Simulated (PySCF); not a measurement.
Where the electron goes

Species: C6H7FS2.
Atom-mapped SMILES: `[CH:1]#[C:2][C@@H:3]1[CH2:4][C@@H:5]([F:6])[CH2:7][S:8][S:9]1` (hydrogens: H10 on C1; H11 on C3; H12, H13 on C4; H14 on C5; H15, H16 on C7)

Structure used (PBE0-D3(BJ)/def2-SVP), in Å, numbered top down from 1:
```xyz
16
C6H7FS2 angstrom
C      2.7376    0.3440    0.1157
C      1.7506   -0.3536    0.0442
C      0.5514   -1.1690   -0.0549
C     -0.5575   -0.5248   -0.8950
C     -1.1029    0.7845   -0.3488
F     -2.0310    1.2515   -1.2589
C     -1.7910    0.6735    1.0001
S     -0.6154    0.2151    2.3031
S     -0.0924   -1.6557    1.6034
H      3.6191    0.9536    0.1871
H      0.8132   -2.1414   -0.5076
H     -1.3891   -1.2403   -0.9919
H     -0.1684   -0.3245   -1.9060
H     -0.2915    1.5296   -0.2795
H     -2.1960    1.6569    1.2873
H     -2.6201   -0.0503    0.9627
```

Computed, not measured: TDDFT PBE0/def2-SVPD, vertical, gas phase, core orbitals frozen in the response (PySCF).

Frontier orbitals with the atoms that hold most of them (Löwdin shares over 4%, at most four atoms; ? is withheld):

```csv
orbital,ε (eV),atoms
HOMO-3,-8.25,"C1 38%, C2 36%, C3 5%, S9 5%"
HOMO-2,-8.17,"C1 35%, C2 33%, C3 8%, S9 7%"
HOMO-1,-7.78,"S9 37%, S8 31%, C7 8%, C3 5%"
HOMO,-6.71,?
LUMO,?,?
LUMO+1,-0.25,"S9 34%, C1 17%, C3 15%, C2 13%"
LUMO+2,0.32,"S9 15%, H11 15%, S8 12%, C2 11%"
```

Question: Give the leading atoms of the LUMO.

Answer: S9 (bonded to C and S) 42%; S8 (bonded to C and S) 41%; C3 (bonded to 2 C, S and H) 4%. By element: sulfur 83%, carbon 4% or more.

Question: Give the leading atoms of the HOMO.

Answer: S8 (bonded to C and S) 41%; S9 (bonded to C and S) 38%; C7 (bonded to C, S and 2 H) 6%; C3 (bonded to 2 C, S and H) 5%. By element: sulfur 79%, carbon 11% or more.

Question: What is the LUMO energy, and the HOMO–LUMO gap?

Answer: ε(LUMO) = -0.98 eV; the gap is 5.73 eV (0.2104 hartree).

Question: The HOMO–LUMO gap is 5.73 eV. Where does the response calculation put the lowest singlet, and from which orbitals?

Answer: S1 is at 4.18 eV (f = 0.0061), 1.55 eV below the gap, made of HOMO→LUMO (97%). 

Question: One configuration dominates each of S1, S2 and S3. Which, and how do the shares of the two leading atoms of either orbital change from the occupied to the empty one?

Answer: 
- S1 (4.18 eV, f 0.0061), HOMO→LUMO (97%): S8 41% → 41%, S9 38% → 42%
- S2 (5.10 eV, f 0.0094), HOMO→LUMO+1 (72%): S8 41% → at most 14%, S9 38% → 34%, C1 at most 5% → 17%
- S3 (5.31 eV, f 0.0051), HOMO-1→LUMO (71%): S9 37% → 42%, S8 31% → 41%

One conformer stands for the species.
